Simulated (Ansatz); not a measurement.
The same path of C₄H₈Sn (13 atoms, charge 0, multiplicity 1) was run 3 times with different band settings. The coordinate that changes most is the dihedral C3–C4–Sn5–H11.

Computed with RKS r2SCAN/def2-SVP in Ansatz 0.2.0.

Relaxed end points:

```xyz
13
Properties=species:S:1:pos:R:3
C -1.742 1.114 0.572
C -0.302 0.820 0.582
C 0.850 0.692 1.174
C 0.838 0.368 -0.303
Sn 0.981 -1.673 -1.041
H -2.109 1.406 1.567
H -1.968 1.922 -0.143
H -2.308 0.229 0.231
H 1.465 0.733 2.071
H 1.274 1.108 -1.002
H 0.307 -1.843 -2.616
H 0.120 -2.700 0.039
H 2.614 -2.210 -1.115
```

```xyz
13
Properties=species:S:1:pos:R:3
C -1.247 0.777 1.565
C -0.093 0.816 0.656
C 1.157 1.048 0.380
C 0.333 0.489 -0.757
Sn 0.549 -1.562 -1.450
H -0.995 1.152 2.568
H -2.080 1.375 1.159
H -1.622 -0.258 1.657
H 2.150 1.374 0.685
H 0.022 1.179 -1.564
H 1.812 -1.713 -2.609
H -0.894 -2.155 -2.176
H 0.930 -2.556 -0.097
```

Common settings: climbing image yes; spring 5.0 eV/Å²; optimiser quadratic models (default); start path IDPP; end points relaxed.

| run | movable images | force threshold | iteration limit |
| --- | --- | --- | --- |
| 1 | 7 | 0.03 eV/Å | 32 |
| 2 | 7 | 0.5 eV/Å | 28 |
| 3 | 3 | 0.03 eV/Å | 60 |

**Question.** What does each run give, and how far can it be trusted?

**Answer.** Run 1: converged after 5 iterations, highest image 0.010 eV above the first end. A vibrational analysis at the climbing image gives one clearly imaginary mode, 42i cm⁻¹: a first-order saddle point.
Run 2: converged after 3 iterations, highest image 0.014 eV above the first end. The threshold of 0.5 eV/Å is loose, so the images may lie well off the minimum-energy path. The order of the stationary point at the top wasn't checked.
Run 3: converged after 5 iterations, highest image 0.010 eV above the first end. Another band between the same ends (7 images) ends at a top of the same energy, where a vibrational analysis finds 1 clearly imaginary mode. So few images can step over the top or miss a turn of the path.
